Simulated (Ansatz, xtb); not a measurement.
# C2H2FZn: where a starting geometry ends

The starting geometry of this gas-phase doublet was built from a drawn formula by distance geometry; its bonds are those of `F[C@@H]1[CH][Zn]1`.

```yaml
atoms:
  - { symbol: C, position_ang: [-0.9668, 1.5171, -0.0206] }
  - { symbol: C, position_ang: [-0.0455, 0.3115, -0.2317] }
  - { symbol: F, position_ang: [-2.2886, 1.3857, -0.4115] }
  - { symbol: Zn, position_ang: [-0.8939, 0.4623, 1.6633] }
  - { symbol: H, position_ang: [-0.4870, 2.4585, -0.3415] }
  - { symbol: H, position_ang: [-0.5103, -0.6640, -0.4773] }
```

Task: Predict what it relaxes into with r2SCAN-D4/def2-SVP.

Result: A bond breaks, giving a structure given below by its coordinates. Distances that change by over a tenth: C1–C2 (1.53 → 1.33 Å). Contacts that open: C1–Zn4 (1.99 → 2.91 Å).

The energy falls by 2.87 eV over 13 steps:

| step | E − E(last) (eV) |
| --- | --- |
| 1 | 2.869 |
| 2 | 1.851 |
| 4 | 1.029 |
| 5 | 0.664 |
| 6 | 0.396 |
| 8 | 0.118 |
| 9 | 0.052 |
| 10 | 0.002 |
| 12 | 0.000 |
| 13 | 0.000 |

Final geometry (Å):

```xyz
6

C    -1.1328    1.4630   -0.2986
C    -0.6663    0.3301    0.2256
F    -1.7892    1.5199   -1.4755
Zn    0.2876    0.2793    1.9456
H    -1.0510    2.4676    0.1372
H    -0.8404   -0.5888   -0.3536
```

From the same start GFN2-xTB ends elsewhere, in pieces: C2H2 + FZn.

The end wasn't checked by frequencies. Open shells are spin-unrestricted. Run with Ansatz 0.2.0, 65 s on 1 thread of Intel(R) Xeon(R) 6975P-C (Granite Rapids), on a shared host.
